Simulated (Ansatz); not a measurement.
Relaxation of C3H6O2Si (12 atoms, charge 0, multiplicity 1), to a largest force component of 0.02 eV/Å in at most 50 steps.

Level of theory: RKS PBE/def2-SVP (Ansatz 0.2.0).

```xyz
12
Properties=species:S:1:pos:R:3
C -1.834 -0.821 0.014
C -0.569 -0.621 -0.205
O 0.070 -1.381 -1.161
Si 0.549 0.641 0.756
C 1.954 1.201 -0.254
O 2.519 2.264 0.071
H -2.444 -1.495 -0.552
H -2.386 -0.170 0.731
H -0.524 -1.984 -1.515
H 0.898 -0.029 2.052
H -0.436 1.758 1.161
H 2.281 0.582 -1.064
```

Task: Where does it end, and by what steps?

Result: It converged. After 14 steps the energy has fallen by 0.655 eV; H8 moved furthest, 0.54 Å.

| step | energy less start (eV) | largest force component (eV/Å) | accepted |
| --- | --- | --- | --- |
| 0 | 0.0000 | 3.211 | yes |
| 1 | -0.4250 | 1.922 | yes |
| 2 | -0.3310 | 4.006 | no |
| 3 | -0.5829 | 1.082 | yes |
| 4 | -0.6284 | 0.417 | yes |
| 5 | -0.6453 | 0.097 | yes |
| 6 | -0.6477 | 0.092 | yes |
| 7 | -0.6512 | 0.105 | yes |
| 8 | -0.6527 | 0.122 | yes |
| 9 | -0.6528 | 0.096 | yes |
| 10 | -0.6457 | 0.338 | no |
| 11 | -0.6545 | 0.057 | yes |
| 12 | -0.6550 | 0.046 | yes |
| 13 | -0.6552 | 0.035 | yes |
| 14 | -0.6553 | 0.020 | yes |

```xyz
12
Properties=species:S:1:pos:R:3
C -1.913 -0.609 -0.197
C -0.567 -0.710 -0.093
O 0.196 -1.661 -0.719
Si 0.515 0.493 0.893
C 1.809 1.333 -0.304
O 2.365 2.378 -0.020
H -2.507 -1.317 -0.804
H -2.460 0.184 0.331
H -0.390 -2.242 -1.246
H 1.316 -0.247 1.931
H -0.331 1.547 1.544
H 2.044 0.797 -1.282
```

Run time: 18 s on 2 threads of Intel(R) Xeon(R) 6975P-C (Granite Rapids) (shared host), peak memory 0.18 GiB.
